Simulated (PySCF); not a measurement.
# Correlation energy of Ag⁺ (silver, charge +1)

[Kr] 4d10, closed-shell 1S. Computed with PySCF 2.14 in cc-pVDZ-PP with ECP28MDF (4s4p3d1f, 38 functions), with scalar relativity through the core potential. Frozen: 4s2 4p6; 10 electrons correlated.

Total MP2 correlation energy: -263.26 mhartree.

Same-spin part -96.84 and opposite-spin part -166.42 mhartree; SCS-MP2 scales them by 1/3 and 6/5 to -231.99 mhartree.

```
  level  correlation energy (mhartree)
   CCSD                        -252.25
    (T)                          -3.12
CCSD(T)                        -255.37
```

Diagnostics: T1 = 0.0018, D1 = 0.0025, largest double amplitude 0.022.

Task: Is a single reference adequate?

Result: Yes, within this model without spin-orbit coupling: T1 lies below 0.03 and no double amplitude reaches 0.07.
